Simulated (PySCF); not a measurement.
ClK (SMILES [Cl][K]), singlet, geometry from GFN2-xTB (such geometries of metal compounds can be far from the true shape). Base run: B3LYP/6-31G** (PySCF).

Here is a job for PySCF.
```python
from pyscf import gto, scf, dft

mol = gto.Mole()
mol.atom = '''
    K    -0.00000000   -0.00000000   -1.21784993
    Cl    0.00000000    0.00000000    1.36112639
'''
mol.basis = '6-31g**'
mol.verbose = 4
mol.build()

mf = dft.RKS(mol)
mf.xc = 'b3lyp'
mf.kernel()
mf.analyze()
```

Each row names what was changed in the base input (with any setting that the change needs).

```
change                                                                                                                  ΔE vs base (mEh)  fitting functions  dipole (D)        outcome
----------------------------------------------------------------------------------------------------------------------  ----------------  -----------------  ----------  -------------
base                                                                                                                               0.000                  -       10.02      converged
auxbasis = cc-pvdz-jkfit                                                                                                               -                  -           -  input refused
auxbasis = even-tempered beta=1.6                                                                                                  0.001                592       10.02      converged
auxbasis = cc-pvqz-jkfit                                                                                                               -                  -           -  input refused
auxbasis = default (with mf = mf.density_fit())                                                                                    0.005                335       10.02      converged
auxbasis = even-tempered beta=3.0                                                                                                    [?]                [?]       10.01      converged
auxbasis = def2-universal-jfit                                                                                                       [?]                107       10.01      converged
auxbasis = def2-tzvp-ri                                                                                                          -1124.2                211       10.00      converged
exchange = seminumerical (SGX) (with mf = sgx.sgx_fit(mf, auxbasis='def2-universal-jfit'); with mf.with_df.dfj = True)            -0.033                107       10.02      converged
auxbasis = even-tempered beta=2.0                                                                                                 -0.009                397       10.02      converged
```

### Question
Some entries are withheld; supply them.

### Answer

- auxbasis = even-tempered beta=3.0, ΔE vs base (mEh): -6.817
- auxbasis = even-tempered beta=3.0, fitting functions: 262
- auxbasis = def2-universal-jfit, ΔE vs base (mEh): 1419.7

A fitting set is made for a task (jfit for Coulomb, jkfit for Coulomb and exchange, ri for correlation) and for a family of orbital bases.

- auxbasis = cc-pvdz-jkfit: ended with `pyscf.lib.exceptions.BasisNotFoundError: Basis set not found for K in cc-pvdz-jkfit`
- auxbasis = cc-pvqz-jkfit: ended with `pyscf.lib.exceptions.BasisNotFoundError: Basis set not found for K in cc-pvqz-jkfit`
